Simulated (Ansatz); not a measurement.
Consider the isomerisation: `C#C[SiH](O)F` → `O[SiH]1C=C1F`.

Gas-phase electronic energies from Ansatz, PBE0-D4/def2-TZVP geometries. CBS: MP2 limit from def2 TZ/QZ plus the TZ coupled-cluster correction, frozen cores. One conformer a species, not always the lowest.

| species | CCSD(T)/CBS(def2) energy (Eh) |
| --- | --- |
| `C#C[SiH](O)F` | -542.02392 |
| `O[SiH]1C=C1F` | -541.92468 |

(1) Work out ΔE.

Largest T1 diagnostic among the species: 0.013.

Answers

(1) ΔE = (-541.92468) − (-542.02392) = 0.09924 Eh = +62.3 kcal/mol.

In def2-TZVPP, CCSD(T) changes the Hartree–Fock value by −5.7 kcal/mol (the triples alone add −1.0 kcal/mol) and MP2 by −3.5 kcal/mol. From BLYP to BHLYP (50 % exact exchange), in def2-TZVPP and without D4, ΔE moves by +3.2 kcal/mol.
